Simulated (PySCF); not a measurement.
## Name the molecule from its bond curve

A diatomic of charge +1 contains Ga. Its doublet curve at CAM-B3LYP in a double-zeta basis (no relativity, PySCF), in eV from the separated fragments:

```
R (Å)  E (eV)
2.648  -1.104
2.771  -1.157
2.894  -1.182
2.987  -1.188
3.079  -1.186
3.171  -1.177
3.295  -1.158
3.449  -1.125
3.633  -1.075
3.880  -0.998
```

The fit gives ωe = 197 cm⁻¹ and the rotational constant Bₑ = 0.2930 cm⁻¹.

Task: Which atom is the partner?

Result: The minimum lies at 3.006 Å, so the reduced mass is 16.8576 u Å² cm⁻¹/(Bₑ·Re²) = 6.367 u. With Ga at 68.93 u the partner weighs about 7.0 u: Li. The molecule is LiGa⁺.

Spin–orbit coupling is left out. The state is the lowest determinant that a PBE0 search found; another state may lie lower at other levels.
